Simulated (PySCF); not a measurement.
One of the candidates below gave these computed data.

All candidates are C8H16N (charge +1).

| technique | computed result |
| --- | --- |
| Rotational structure | rotational constants A, B, C: 2.771, 1.113, 1.020 GHz [GFN2-xTB] |
| 1H NMR | chemical shifts (computed TMS as zero) by class: 6.07 (1 H), 6.01 (1 H), 5.99 (1 H), 4.33 (2 H), 3.96 (2 H), 3.29 (2 H), 3.13 (3 H), 2.91 (1 H), 2.82 (2 H), 2.65 (1 H) ppm [GIAO PBE0/pcSseg-1] |
| 13C NMR | chemical shifts (computed TMS as zero) by class: 139.2 (1 C), 133.3 (1 C), 67.3 (1 C), 66.8 (2 C), 48.5 (1 C), 35.6 (1 C), 14.8 (1 C) ppm [GIAO PBE0/pcSseg-1] |
| NMR, other nuclei | isotropic shieldings of nuclei other than C and H, by class: 192 (1 N) ppm [GIAO PBE0/pcSseg-1] |

Electronic properties: PySCF, gas phase, density fitting. Levels stand in brackets. Isolated species at its GFN2-xTB geometry (one conformer only). Each NMR value is the plain mean over a class of atoms that symmetry, rotation or inversion makes alike.

Problem. Which candidate is it?
A. `C=C[C@@H]1CCC[N+]1(C)C`
B. `C1CC[N+]2(C1)CCCC2`
C. `C=CCC[N+]1(C)CCC1`

Solution. C. It is `C=CCC[N+]1(C)CCC1`. Numbering: `[CH2:1]=[CH:2][CH2:3][CH2:4][N+:5]1([CH3:6])[CH2:7][CH2:8][CH2:9]1`. 8 carbons fall into 7 classes; from least to most shielded: alkene CH carbon [C2] (139.2 ppm), terminal =CH2 carbon [C1] (133.3 ppm), chain sp3 carbon bound to nitrogen [C4] (67.3 ppm), ring sp3 carbon bound to nitrogen [C7/C9] (66.8 ppm, 2 C), N-methyl carbon [C6] (48.5 ppm), allylic carbon [C3] (35.6 ppm), four-membered-ring carbon [C8] (14.8 ppm). Hydrogen classes from least to most shielded: 1 H on an alkene CH carbon, C2 (6.07 ppm), 1 H on a terminal =CH2 carbon, C1 (6.01 ppm), 1 H on a terminal =CH2 carbon, C1 (5.99 ppm), 2 H on 2 like atoms (sp3 carbon bound to nitrogen), C7/C9 (4.33 ppm), 2 H on 2 like atoms (sp3 carbon bound to nitrogen), C7/C9 (3.96 ppm), 2 H on an sp3 carbon bound to nitrogen, C4 (3.29 ppm), 3 H on an N-methyl carbon, C6 (3.13 ppm, a mean of values up to 0.8 ppm apart in this geometry), 1 H on a four-membered-ring carbon, C8 (2.91 ppm), 2 H on an allylic carbon, C3 (2.82 ppm), 1 H on a four-membered-ring carbon, C8 (2.65 ppm). The other shieldings belong to: 192 ppm, ammonium nitrogen [N5]. The optimised geometry has point group C1 and is an asymmetric top.

The others, at the same levels:
- `C1CC[N+]2(C1)CCCC2` fails: it has 2 carbon classes against 7; its computed 13C shifts are 67.3 (4 C), 26.9 (4 C) ppm, 1H shifts are 3.43 (8 H), 2.49 (8 H) ppm and rotational constant A is 3.334 GHz (against 2.771 GHz).
- `C=C[C@@H]1CCC[N+]1(C)C` fails: it has 8 carbon classes against 7; its computed 13C shifts are 139.4 (1 C), 136.4 (1 C), 83.2 (1 C), 71.0 (1 C), 56.5 (1 C), 51.0 (1 C), 37.1 (1 C), 28.0 (1 C) ppm, 1H shifts are 6.40 (1 H), 6.15 (1 H), 5.98 (1 H), 3.92 (1 H), 3.56 (1 H), 3.32 (1 H), 3.13 (3 H), 2.97 (3 H), 2.80 (1 H), 2.49 (1 H), 2.41 (1 H), 2.31 (1 H) ppm and rotational constant A is 2.147 GHz (against 2.771 GHz).

Each candidate is one conformer, not necessarily the lowest. Dipoles, sizes and rotational constants follow the conformer. The torsions of the flexible species, by atom-mapped SMILES:
- `[CH2:1]=[CH:2][CH2:3][CH2:4][N+:5]1([CH3:6])[CH2:7][CH2:8][CH2:9]1`: C1–C2–C3–C4 123°, C2–C3–C4–N5 -61°, C3–C4–N5–C6 -56°

The conformers of `C1CC[N+]2(C1)CCCC2` and `C=C[C@@H]1CCC[N+]1(C)C` aren't listed.
